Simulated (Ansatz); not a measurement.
titanium atom (Ti), triplet (typed; the unrestricted solution is spin-contaminated).

The Ansatz (a first-principles code) input:
Ansatz 0.2 input:
```yaml
crystal:
  periodic: [false, false, false]
  atoms:
    - {symbol: Ti, position_ang: [0.00000000, 0.00000000, 0.00000000]}
basis:
  gaussian:
    orbitals: aug-cc-pVDZ
hamiltonian:
  xc: r2scan
magnetization: {spin_polarized: true, initial_magnetization: 2}
```

Q: Predict the total energy from R2SCAN/aug-cc-pVDZ (Ansatz).

A: -849.3156 Eh

Q: Predict the <S^2> from R2SCAN/aug-cc-pVDZ.

A: 2.553

Q: Estimate the number of basis functions that R2SCAN/aug-cc-pVDZ returns for this input.

A: 59

Q: Roughly what does it cost on one core?

A: about 50 core-seconds (a rough figure).
